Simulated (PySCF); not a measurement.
F₂HS, SMILES [SH+](F)F, charge +1.

Geometry: PBE0-D3(BJ)/def2-TZVP. The isomer is the one that the SMILES or the coordinates give; other isomers of the formula were not compared.

Method: CAM-B3LYP/def2-TZVPD (PySCF).

Computed frontier levels, gap, dipole moment and polarisability:
```json
{
 "highest_occupied_level": "-19.31 eV",
 "lowest_empty_level": "-8.00 eV",
 "orbital_gap": "11.30 eV",
 "dipole_moment_about_the_centre_of_nuclear_charge": "2.79 D",
 "mean_static_polarisability": "19.2 bohr³ (2.84 Å³)",
 "polarisability_principal_values": "16.6, 19.7, 21.3 bohr³"
}
```
